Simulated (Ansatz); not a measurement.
`BO` + `[NH2][GeH3]` → `B[NH][GeH3]` + H₂O  (ligand exchange at a B–O bond)

Calculated with Ansatz (gas phase, PBE0-D4/def2-TZVP geometries, no zero-point term in ΔE). CCSD(T)/CBS adds triple-zeta CCSD(T) − MP2 to the extrapolated MP2 energy (def2 sets, frozen cores). This one scheme is used for every species. Functionals use def2-TZVPP. HSE06 is defined as in plane-wave codes. For Ge outer-core shells are correlated without core-valence functions, which leaves a few kJ/mol of doubt a bond. Scalar relativity is left out up to krypton.

**Question.** Is it downhill or uphill in electronic energy at CCSD(T)/CBS, and by how much? (Estimate.)

**Answer.** The calculation gave: Downhill: ΔE = -8.7 kJ/mol.

**Question.** What do these levels give: LDA (SPW92), PBE-D4, CAM-B3LYP-D4, HSE06, BHLYP, CCSD(T)/def2-TZVPP? (An estimate is asked.)

**Answer.** Computed: LDA (SPW92) -8.2, PBE-D4 -5.6, CAM-B3LYP-D4 -2.2, HSE06 -3.6, BHLYP 1.0, CCSD(T)/def2-TZVPP -6.6 kJ/mol.

Largest T1 diagnostic among the species: 0.014.

At CCSD(T), def2-SVP lies +13.6 kJ/mol from the extrapolated value and def2-TZVPP +2.1 kJ/mol. Leaving LDA and LC-ωPBE aside and taking each functional with its dispersion term where it has one, the values, not all of them listed here, spread over 6.8 kJ/mol, from revPBE-D4 to B97M-V. LDA lies −5.4 kJ/mol from PBE without D4. In def2-TZVPP, CCSD(T) changes the Hartree–Fock value by −12.3 kJ/mol (the triples alone add −1.3 kJ/mol) and MP2 by −13.6 kJ/mol.
